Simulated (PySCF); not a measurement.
# Isomerisation enthalpies of C9H10

**What was measured.**

From CRC Handbook of Chemistry and Physics, for the gas at 298.15 K: enthalpy of formation of `c1ccc2c(c1)CCC2` (indan) 60.3 kJ/mol; enthalpy of formation of `c1ccc(C2CC2)cc1` (cyclopropylbenzene) 150.5 kJ/mol.

The results are set against them at the end.

Differences of these values give the isomerisation enthalpies. Geometries: PBE0-D3(BJ)/def2-SVP; runs in PySCF, gas phase, with a dispersion term only where the level names one. Total electronic energies (Eh):

| SMILES | PBE0-D3(BJ)/def2-SVP |
| --- | --- |
| c1ccc2c(c1)CCC2 | -348.34203 |
| c1ccc(C2CC2)cc1 | -348.30287 |

Zero-point and thermal terms are left out, so the computed numbers are electronic energies.

**Comparison with experiment**

Relative to `c1ccc2c(c1)CCC2`, the lowest by measurement, in kJ/mol (measured: enthalpies at 298.15 K; computed: electronic energies):

| SMILES | measured | PBE0-D3(BJ)/def2-SVP |
| --- | --- | --- |
| c1ccc2c(c1)CCC2 | 0.0 | 0.0 |
| c1ccc(C2CC2)cc1 | 90.2 | 102.8 |

Measured values: 60.3 kJ/mol (298.15 K; CRC Handbook of Chemistry and Physics) for the first row; the others come from the same table. Unsigned miss: PBE0-D3(BJ)/def2-SVP 12.6 kJ/mol. Where a level misses, the cause wasn't examined.
